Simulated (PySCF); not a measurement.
Basis-set dependence of excited states

Species: ethyl methacrylate, C6H10O2.
Geometry (PBE0-D3(BJ)/def2-SVP, Å), atoms numbered from 1 in this order:
```xyz
18
C6H10O2 angstrom
C      1.8039    1.1599    0.6480
C      1.6466    0.0791   -0.1271
C      2.7598   -0.6261   -0.8341
C      0.2970   -0.5221   -0.3374
O      0.1111   -1.5142   -0.9992
O     -0.6880    0.1398    0.2776
C     -2.0010   -0.3851    0.1090
C     -2.9623    0.5239    0.8295
H      2.7921    1.5996    0.8072
H      0.9487    1.6266    1.1393
H      2.8284   -1.6737   -0.5026
H      3.7226   -0.1298   -0.6540
H      2.5713   -0.6617   -1.9181
H     -2.0301   -1.4135    0.5049
H     -2.2242   -0.4561   -0.9676
H     -2.9246    1.5423    0.4157
H     -2.7234    0.5791    1.9018
H     -3.9898    0.1465    0.7245
```

TDDFT with PBE0 (PySCF), vertical singlets, core orbitals frozen in the response, spherical d and f functions. The structure is a single PBE0-D3(BJ)/def2-SVP conformer in the gas phase; no vibrational or solvent corrections.

| basis | functions | diffuse | S1 (eV) | S2 (eV) | S3 (eV) | S4 (eV) | S5 (eV) | LUMO (eV) | α (au) |
| --- | --- | --- | --- | --- | --- | --- | --- | --- | --- |
| 6-31G* | 132 | no | 4.95 | 6.24 | 6.84 | 7.45 | 7.73 | -0.78 | 68.4 |
| def2-SVP | 162 | no | 4.94 | 6.18 | 6.79 | 7.38 | 7.63 | -1.00 | 70.4 |
| 6-31+G* | 164 | yes | 4.94 | 5.98 | 6.67 | 7.09 | 7.34 | -1.18 | 77.1 |
| def2-SVPD | 246 | yes | 4.94 | 5.99 | 6.67 | 7.31 | 7.34 | -1.24 | 81.9 |
| aug-cc-pVDZ | 274 | yes | 4.89 | 5.93 | 6.59 | 6.72 | 6.99 | -1.22 | 83.7 |

Question: How much do these states and the polarisability depend on the basis?

Answer: States are compared by their number. Against the largest diffuse basis here (aug-cc-pVDZ, itself not a converged limit), sets without diffuse functions differ by up to 0.06 eV in S1 and 0.74 eV in S5; the smaller diffuse sets differ by up to 0.05 and 0.35 eV. State by state, the largest deviation of a set without diffuse functions is S1 0.06, S2 0.31, S3 0.25, S4 0.73, S5 0.74 eV. The same number needn't mean the same state in each row. Against aug-cc-pVDZ the polarisability deviates by -18% in 6-31G*, -16% in def2-SVP, -8% in 6-31+G*, -2% in def2-SVPD. A single + in a Pople set puts diffuse functions on heavy atoms only.
